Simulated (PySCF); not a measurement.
**C$_{7}$H$_{6}$O$_{2}$: calculation and literature**

Atom-mapped SMILES (the numbers label the heavy atoms): `[O:1]=[C:2]([OH:3])[c:4]1[cH:5][cH:6][cH:7][cH:8][cH:9]1`. Each H is labelled by its parent atom.

Non-relativistic, equivalent nuclei averaged, one computed conformer, gas phase. Geometry: GFN2-xTB; NMR shieldings at PBE0/pcSseg-1/GIAO; PySCF 2.14.

Reference values: estimated from measurements, as parent shift plus tabulated substituent increment (solution, CCl4; Levy, Lichter, Nelson pp. 111-112; Breitmaier, Voelter pp. 256-258, as tabulated by Wired Chemist).
| atoms | quantity | reference | computed | computed, scaled |
| --- | --- | --- | --- | --- |
| C7 | δ ¹³C | 133.6 | 139.5 | 133.8 |
| C4 | δ ¹³C | 130.6 | 132.9 | 127.3 |
| C5/C9 | δ ¹³C | 130.0 | 137.5 | 131.8 |
| C6/C8 | δ ¹³C | 128.5 | 133.7 | 128.1 |

Reference values: estimated from measurements, as parent shift plus tabulated substituent increment (solution, not stated per compound (mostly CDCl3 or CCl4); Pretsch, Buehlmann, Badertscher, Structure Determination of Organic Compounds, 4th ed. (2009)).
```tsv
atoms	quantity	reference	computed	computed, scaled
C7	δ ¹³C	133.7	139.5	133.8
C5/C9	δ ¹³C	130.1	137.5	131.8
C6/C8	δ ¹³C	128.4	133.7	128.1
H(C5)/H(C9)	δ ¹H	8.13	8.59	8.19
H(C7)	δ ¹H	7.62	7.87	7.51
H(C6)/H(C8)	δ ¹H	7.48	7.78	7.43
```

Computed shifts are σ(ref) − σ with the named reference compound (TMS for H and C) calculated as an isolated molecule at the same level. The measured values may be among those fitted. Empirical linear scaling, fitted to shifts measured mostly in CDCl3 for H and C (δ vs TMS): ¹³C: δ = 179.97 − 0.974σ (rms 2.1 ppm, 958 shifts, 2.3 ppm with the 13 outliers that the fit left out); ¹H: δ = 30.01 − 0.943σ (rms 0.17 ppm, 504 shifts, 0.18 ppm with the 4 outliers that the fit left out). A few per cent of atoms miss by over 2 rms, more outside the fitted compound classes. Hydrogens on heteroatoms aren't scaled, only referred to computed TMS.

**Question.** How far are the unscaled ¹³C shifts from the references?

**Answer.** Mean signed difference +5.63 ppm, mean absolute 5.63 ppm over 7 comparisons; the largest is +7.5 ppm at C5/C9 (aromatic CH).

**Question.** How far are the unscaled ¹H shifts from the references?

**Answer.** Mean signed difference +0.34 ppm, mean absolute 0.34 ppm over 3 comparisons; the largest is +0.46 ppm at H(C5)/H(C9) (hydrogen on an aromatic CH).
